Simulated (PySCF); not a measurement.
PySCF input file for SbFBr2, SMILES [Br][Sb]([F])[Br], IEF-PCM-ωB97X/def2-SVP. Coordinates come from a PBE0-D3(BJ)/def2-SVP optimisation. The def2 effective core potentials stand for the cores of Sb; spin–orbit coupling is left out.

```python
import numpy as np
from pyscf import gto, scf, dft
from pyscf.solvent import pcm

mol = gto.M(
    atom='''
    Sb    0.37132681   -0.78166353   -0.00000000
    F    -1.34677683   -1.66168906   -0.00000001
    Br   -0.09738108    0.78314345   -1.90508404
    Br   -0.09738108    0.78314344    1.90508405
    ''',
    basis='def2-SVP',
    ecp={'Sb': 'def2-svp'},
    charge=0,
    spin=0,
    max_memory=1600,
    verbose=3,
)
mf = dft.RKS(mol, xc='wb97x').density_fit(auxbasis='def2-universal-jkfit')
mf.grids.level = 3
mf.conv_tol = 1e-9
mf.max_cycle = 100
mf.kernel()
res = {}
for name, eps in {'water': 78.355, 'diethylether': 4.24, 'toluene': 2.3741}.items():
    s = mf.PCM()
    s.with_solvent.method, s.with_solvent.eps, s.with_solvent.lebedev_order = 'IEF-PCM', eps, 29
    s.kernel(mf.make_rdm1())
    res[name] = (s.e_tot, eps, s.dip_moment(), s.mo_energy, s.converged)
    print(f'{name}: electrostatic solvation free energy {(s.e_tot - mf.e_tot) * 627.509474:.3f} kcal/mol')
```

Program output:

```
converged SCF energy = -5487.87913819881

WARN: PCM is an experimental feature. It is still in testing.
Features and APIs may be changed in the future.

converged SCF energy = -5487.88917725744
Dipole moment(X, Y, Z, Debye):  3.72069, -2.06157,  0.00000
water: electrostatic solvation free energy -6.300 kcal/mol

WARN: PCM is an experimental feature. It is still in testing.
Features and APIs may be changed in the future.

converged SCF energy = -5487.88571656348
Dipole moment(X, Y, Z, Debye):  3.38744, -1.78676,  0.00000
diethylether: electrostatic solvation free energy -4.128 kcal/mol

WARN: PCM is an experimental feature. It is still in testing.
Features and APIs may be changed in the future.

converged SCF energy = -5487.88357158796
Dipole moment(X, Y, Z, Debye):  3.19217, -1.62558,  0.00000
toluene: electrostatic solvation free energy -2.782 kcal/mol
```

Self-consistency was reached.
